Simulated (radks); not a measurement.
Results of a calculation; reference values are marked as such.
Numerical settings for the hafnium ion Hf2+, [Xe] 4f14 5d2. Code: a radial shooting solver on a logarithmic mesh with Libxc functionals. Model: scalar-relativistic Kohn-Sham, r2SCAN, spin-unpolarised, spherical densities, finite nucleus; meta-GGA in the generalised Kohn-Sham scheme; Fermi nuclear charge, rms radius 5.347 fm. The defaults (mesh step 0.008 in ln r, mesh end at 40 bohr or more with all orbitals vanishing there, Anderson mixing 0.5 over 9 steps, residual threshold near 1e-9 with the energy settled to 1e-9 hartree or 1e-11 of itself, here a cap of 99 iterations) give E = -15076.945 hartree and 5d at -16.405 eV in 13 iterations. Run on one thread of a shared host, so times are rough (Arm Neoverse N1): 0.18 s of CPU time, 0.18 s wall, 13 iterations on 2254 mesh points. Changes against that run (0 stands for a change within the tolerance of the run):

[
 {"setting": "mesh step in ln r 0.02", "iterations": "13", "converged": "yes", "E (mhartree)": "+0.151", "e(5d) (meV)": "-0.15", "CPU (s)": "0.09"},
 {"setting": "mesh step in ln r 0.2", "iterations": "4", "converged": "no", "E (mhartree)": "diverged", "e(5d) (meV)": "-", "CPU (s)": "0.02"},
 {"setting": "mesh step in ln r 0.012", "iterations": "13", "converged": "yes", "E (mhartree)": "+0.00517", "e(5d) (meV)": "+0.00873", "CPU (s)": "0.13"},
 {"setting": "mesh end (bohr) 2", "iterations": "11", "converged": "level above zero", "E (mhartree)": "+7.1e+03", "e(5d) (meV)": "+5.5e+04", "CPU (s)": "0.12"},
 {"setting": "mesh end (bohr) 3", "iterations": "11", "converged": "yes", "E (mhartree)": "+609", "e(5d) (meV)": "+9.96e+03", "CPU (s)": "0.15"},
 {"setting": "residual threshold 0.1", "iterations": "11", "converged": "yes", "E (mhartree)": "0", "e(5d) (meV)": "-0.0394", "CPU (s)": "0.16"},
 {"setting": "residual threshold 1e-16", "iterations": "99", "converged": "no", "E (mhartree)": "0", "e(5d) (meV)": "0", "CPU (s)": "0.61"},
 {"setting": "mixing 1", "iterations": "12", "converged": "yes", "E (mhartree)": "0", "e(5d) (meV)": "0", "CPU (s)": "0.17"},
 {"setting": "linear mixing, mixing 0.5", "iterations": "26", "converged": "yes", "E (mhartree)": "0", "e(5d) (meV)": "-0.00516", "CPU (s)": "0.32"},
 {"setting": "linear mixing, mixing 0.05", "iterations": "99", "converged": "no", "E (mhartree)": "+6.27", "e(5d) (meV)": "-28.4", "CPU (s)": "1.1"},
 {"setting": "mixing history 3", "iterations": "14", "converged": "yes", "E (mhartree)": "0", "e(5d) (meV)": "+0.00556", "CPU (s)": "0.19"},
 {"setting": "iteration cap 2", "iterations": "2", "converged": "no", "E (mhartree)": "+4.32e+03", "e(5d) (meV)": "-2.14e+04", "CPU (s)": "0.04"}
]

Settled on a wrong energy, with an occupied level pushed above zero by the early mesh end: mesh end (bohr) 2 (+7.1 hartree). Apart from these: settings that end as converged yet miss the energy by more than 1 mhartree: mesh end (bohr) 3 (+0.609 hartree). A mesh that ends early acts as a hard wall.
